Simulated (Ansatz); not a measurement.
Program: Ansatz 0.2.0.

Basis-set series for FH2IOSi, SMILES `O[SiH](F)I`. Charge 0, multiplicity 1. I: def2 effective core potential. Geometry: relaxed with PBE0-D4/def2-TZVP. It is one conformer, not always the lowest.

```tsv
functional	basis	functions	energy (Eh)	HOMO (eV)	LUMO (eV)
PBE0-D4	def2-SVP	82	-763.09586	-7.95	0.01
PBE0-D4	def2-QZVPP	326	-763.46553	-8.05	-0.31
ωB97M-V	def2-SVP	82	-763.29019	-10.07	2.04
ωB97M-V	def2-QZVPP	326	-763.66344	-10.20	1.39
```

(1) Give the rows for def2-TZVPP. (An estimate is asked.)

## Answers

(1) The calculation gave: 
```
functional       basis  functions  energy (Eh)  HOMO (eV)  LUMO (eV)
   PBE0-D4  def2-TZVPP        182   -763.44391      -8.03      -0.21
   ωB97M-V  def2-TZVPP        182   -763.64318     -10.17       1.66
```

Positive LUMOs are unbound and depend on the basis.
